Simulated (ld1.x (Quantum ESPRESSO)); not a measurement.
**Wu–Cohen TM dataset for N, fully relativistic all-electron reference.**

The input file (ld1.x (Quantum ESPRESSO) 7.5):

```
&input
   title='N', zed=7., rel=2, dft='WC', iswitch=3,
   config='[He] 2s1 2p4', rel_dist='average',
   nld=3, rlderiv=1.20, eminld=-3.0, emaxld=5.0, deld=0.02
 /
 &inputp
   pseudotype=2, tm=.true., lloc=0,
   nlcc=.true., rcore=0.75,
   file_pseudopw='N.UPF', file_wfcaegen='ae.wfc', file_wfcncgen='nc.wfc', file_beta='beta', file_chi='chi'
 /
2
2P  2  1   4.00   0.00  1.10  1.10  0.0
2S  1  0   1.00   0.00  1.10  1.10  0.0
 &test
   configts(1)='2s1 2p4'
 /
```

Command:

```bash
ld1.x < N.in > N.out
```

Output (shortened: banner, matrices, multipoles, cross overlaps and the repeated all-electron block are left out):

```
Program LD1 v.7.5
     --------------------------- All-electron run ----------------------------

     N
     dirac relativistic calculation

     atomic number is  7.00
     dft =WC   lsd =0 sic =0 latt =0  beta=0.20 tr2=1.0E-14
     Exchange-correlation= WC
                           (   1   4  11   4   0   0   0)
     mesh =1085 r(mesh) =  99.89202 a.u. xmin = -7.00 dx = 0.01250
     1 Ry =  13.60569312 eV, c = 137.03599908

     n l j   nl                  e(Ry)          e(Ha)          e(eV)
     Spin orbit split results
     1 0 0.5 1S 1( 2.00)       -28.2788       -14.1394      -384.7525
     2 0 0.5 2S 1( 1.00)        -1.3904        -0.6952       -18.9174
     2 1 0.5 2P 1( 1.33)        -0.5504        -0.2752        -7.4881
     2 1 1.5 2P 1( 2.67)        -0.5489        -0.2745        -7.4687
     Averaged results
     1 0     1S 1( 2.00)       -28.2788       -14.1394      -384.7525
     2 0     2S 1( 1.00)        -1.3904        -0.6952       -18.9174
     2 1     2P 1( 4.00)        -0.5494        -0.2747        -7.4751

     final scf error:  2.1E-15 reached in  24 iterations

     Etot =    -107.844556 Ry,     -53.922278 Ha,   -1467.299936 eV

     Ekin =     107.632230 Ry,      53.816115 Ha,    1464.411095 eV
     Encl =    -254.153854 Ry,    -127.076927 Ha,   -3457.939347 eV
     Eh   =      51.460921 Ry,      25.730461 Ha,     700.161504 eV
     Exc  =     -12.783854 Ry,      -6.391927 Ha,    -173.933189 eV

     normalization and overlap integrals

     s(1S/1S) =  1.000000  <r> =   0.2299  <r2> =    0.0716  r(max) =   0.1483
     s(2S/2S) =  1.000000  <r> =   1.3190  <r2> =    2.1108  r(max) =   1.0167
     s(2P/2P) =  1.000000  <r> =   1.4658  <r2> =    2.8329  r(max) =   0.9671
     s(2P/2P) =  1.000000  <r> =   1.4675  <r2> =    2.8396  r(max) =   0.9671

     ------------------------ End of All-electron run ------------------------

     --------------------- Generating NC pseudopotential ---------------------

      Generating local pot.: lloc=0, matching radius rcloc =   1.1000

      Computing core charge for nlcc:

       r > 0.75 : true rho core
       r < 0.75 : rho core = a sin(br)/r    a=   0.32  b=   3.71

      Integrated core pseudo-charge :   0.08

     Fully relativistic calculation: |psi|^2

     Wfc 2P LC norm =  0.99995074 SC norm =  0.00004893 missing  0.00000033

     Wfc 2P LC norm =  0.99995083 SC norm =  0.00003419 missing  0.00001498

      Wfc   2P  rcut= 1.110  Using Troullier-Martins method

      Wfc   2P  rcut= 1.110  Using Troullier-Martins method

     ------------------- End of pseudopotential generation -------------------

     Computing logarithmic derivative in   1.20365
     Computing logarithmic derivative in   1.20365
     Computing the partial wave expansion
       no projector for channel:   0
     R is outside the sphere for l=    1 j= 0.50
     R is outside the sphere for l=    1 j= 1.50

     ---------------------- Testing the pseudopotential ----------------------

     N
     dirac relativistic calculation

     atomic number is  7.00   valence charge is  5.00
     dft =WC   lsd =0 sic =0 latt =0  beta=0.20 tr2=1.0E-14
     mesh =1085 r(mesh) =  99.89202 xmin = -7.00 dx = 0.01250

     n l  j  nl             e AE (Ry)       e PS (Ry)    De AE-PS (Ry)
     1 0 0.5 2S   1( 1.00)       -1.39040       -1.39042        0.00002
     2 1 0.5 2P   1( 1.33)       -0.55036       -0.55035       -0.00002
     2 1 1.5 2P   1( 2.67)       -0.54894       -0.54895        0.00002

     eps = 3.7E-15  iter =  7

     Etot =    -107.844556 Ry,     -53.922278 Ha,   -1467.299936 eV
     Etotps =   -18.518661 Ry,      -9.259331 Ha,    -251.959223 eV

     Ekin =      15.332538 Ry,       7.666269 Ha,     208.609801 eV
     Encl =     -38.222989 Ry,     -19.111495 Ha,    -520.050264 eV
     Ehrt =      16.145078 Ry,       8.072539 Ha,     219.664980 eV
     Ecxc =      -4.481739 Ry,      -2.240870 Ha,     -60.977166 eV
     (Ecc =      -0.051364 Ry,      -0.025682 Ha,      -0.698838 eV)
     Epseu=      -7.291549 Ry,      -3.645774 Ha,     -99.206574 eV

     ---------------------- End of pseudopotential test ----------------------
```

Generation and configuration tests took about 0.87 s on one core of a shared server CPU.

Transferability test of the new file with ld1.x, input:

```
&input
   title='N', zed=7., rel=2, dft='WC', iswitch=2,
   config='[He] 2s1 2p4', rel_dist='average'
 /
 &test
   file_pseudo='N.UPF', nconf=8,
   configts(1)='2s1 2p4',
   configts(2)='2s2 2p3',
   configts(3)='2s2 2p2',
   configts(4)='2s2 2p1',
   configts(5)='2s0 2p5',
   configts(6)='2s1 2p3',
   configts(7)='2s1 2p0',
   configts(8)='2s2 2p0'
 /
```

```bash
ld1.x < N.test.in > N.test.out
```

Pseudopotential blocks of its output, shortened (energy terms left out):

```
     ---------------------- Testing the pseudopotential ----------------------

     n l  j  nl             e AE (Ry)       e PS (Ry)    De AE-PS (Ry)
     1 0 0.5 2S   1( 1.00)       -1.39040       -1.39042        0.00002
     2 1 0.5 2P   1( 1.33)       -0.55036       -0.55035       -0.00002
     2 1 1.5 2P   1( 2.67)       -0.54894       -0.54895        0.00002

     eps = 4.5E-16  iter =  7

     Etot =    -107.844556 Ry,     -53.922278 Ha,   -1467.299936 eV
     Etotps =   -18.518662 Ry,      -9.259331 Ha,    -251.959229 eV

     ---------------------- End of pseudopotential test ----------------------

          ---------------------- Testing the pseudopotential ----------------------

     n l  j  nl             e AE (Ry)       e PS (Ry)    De AE-PS (Ry)
     1 0 0.5 2S   1( 2.00)       -1.35768       -1.35866        0.00098
     2 1 0.5 2P   1( 1.00)       -0.51943       -0.51884       -0.00059
     2 1 1.5 2P   1( 2.00)       -0.51802       -0.51746       -0.00055

     eps = 4.4E-17  iter =  9

     Etot =    -108.684665 Ry,     -54.342332 Ha,   -1478.730199 eV
     Etotps =   -19.359569 Ry,      -9.679785 Ha,    -263.400361 eV
     dEtot_ae =      -0.840109 Ry
     dEtot_ps =      -0.840908 Ry,   Delta E=       0.000799 Ry

     ---------------------- End of pseudopotential test ----------------------

          ---------------------- Testing the pseudopotential ----------------------

     n l  j  nl             e AE (Ry)       e PS (Ry)    De AE-PS (Ry)
     1 0 0.5 2S   1( 2.00)       -2.37829       -2.37883        0.00054
     2 1 0.5 2P   1( 0.67)       -1.51955       -1.51699       -0.00256
     2 1 1.5 2P   1( 1.33)       -1.51778       -1.51527       -0.00251

     eps = 7.4E-17  iter = 11

     Etot =    -107.687956 Ry,     -53.843978 Ha,   -1465.169278 eV
     Etotps =   -18.364190 Ry,      -9.182095 Ha,    -249.857536 eV
     dEtot_ae =       0.156600 Ry
     dEtot_ps =       0.154472 Ry,   Delta E=       0.002129 Ry

     ---------------------- End of pseudopotential test ----------------------

          ---------------------- Testing the pseudopotential ----------------------

     n l  j  nl             e AE (Ry)       e PS (Ry)    De AE-PS (Ry)
     1 0 0.5 2S   1( 2.00)       -3.60510       -3.60312       -0.00198
     2 1 0.5 2P   1( 0.33)       -2.75487       -2.74537       -0.00950  !
     2 1 1.5 2P   1( 0.67)       -2.75268       -2.74326       -0.00942  !

     eps = 8.2E-16  iter =  9

     Etot =    -105.569875 Ry,     -52.784937 Ha,   -1436.351318 eV
     Etotps =   -16.251431 Ry,      -8.125716 Ha,    -221.111984 eV
     dEtot_ae =       2.274681 Ry
     dEtot_ps =       2.267231 Ry,   Delta E=       0.007451 Ry

     ---------------------- End of pseudopotential test ----------------------

          ---------------------- Testing the pseudopotential ----------------------

     n l  j  nl             e AE (Ry)       e PS (Ry)    De AE-PS (Ry)
     1 0 0.5 2S   1( 0.00)       -1.42061       -1.41906       -0.00155
     2 1 0.5 2P   1( 1.67)       -0.57881       -0.57897        0.00016
     2 1 1.5 2P   1( 3.33)       -0.57737       -0.57757        0.00019

     eps = 8.1E-15  iter = 12

     Etot =    -107.002676 Ry,     -53.501338 Ha,   -1455.845579 eV
     Etotps =   -17.677655 Ry,      -8.838827 Ha,    -240.516746 eV
     dEtot_ae =       0.841880 Ry
     dEtot_ps =       0.841007 Ry,   Delta E=       0.000873 Ry

     ---------------------- End of pseudopotential test ----------------------

          ---------------------- Testing the pseudopotential ----------------------

     n l  j  nl             e AE (Ry)       e PS (Ry)    De AE-PS (Ry)
     1 0 0.5 2S   1( 1.00)       -2.38655       -2.38701        0.00045
     2 1 0.5 2P   1( 1.00)       -1.52702       -1.52655       -0.00048
     2 1 1.5 2P   1( 2.00)       -1.52526       -1.52483       -0.00043

     eps = 6.4E-15  iter =  9

     Etot =    -106.827656 Ry,     -53.413828 Ha,   -1453.464303 eV
     Etotps =   -17.501888 Ry,      -8.750944 Ha,    -238.125318 eV
     dEtot_ae =       1.016900 Ry
     dEtot_ps =       1.016774 Ry,   Delta E=       0.000127 Ry

     ---------------------- End of pseudopotential test ----------------------

          ---------------------- Testing the pseudopotential ----------------------

     n l  j  nl             e AE (Ry)       e PS (Ry)    De AE-PS (Ry)
     1 0 0.5 2S   1( 1.00)       -6.41989       -6.40484       -0.01505  !
     2 1 0.5 2P   1( 0.00)       -5.67845       -5.62758       -0.05087  !
     2 1 1.5 2P   1( 0.00)       -5.67527       -5.62466       -0.05060  !

     eps = 6.2E-15  iter =  9

     Etot =     -96.409480 Ry,     -48.204740 Ha,   -1311.717796 eV
     Etotps =    -7.122366 Ry,      -3.561183 Ha,     -96.904725 eV
     dEtot_ae =      11.435076 Ry
     dEtot_ps =      11.396296 Ry,   Delta E=       0.038781 Ry

     ---------------------- End of pseudopotential test ----------------------

          ---------------------- Testing the pseudopotential ----------------------

     n l  j  nl             e AE (Ry)       e PS (Ry)    De AE-PS (Ry)
     1 0 0.5 2S   1( 2.00)       -4.99573       -4.98431       -0.01142  !
     2 1 0.5 2P   1( 0.00)       -4.18544       -4.15584       -0.02961  !
     2 1 1.5 2P   1( 0.00)       -4.18277       -4.15332       -0.02945  !

     eps = 7.9E-16  iter =  9

     Etot =    -102.115933 Ry,     -51.057967 Ha,   -1389.358054 eV
     Etotps =   -12.815320 Ry,      -6.407660 Ha,    -174.361316 eV
     dEtot_ae =       5.728623 Ry
     dEtot_ps =       5.703341 Ry,   Delta E=       0.025281 Ry

     ---------------------- End of pseudopotential test ----------------------
```
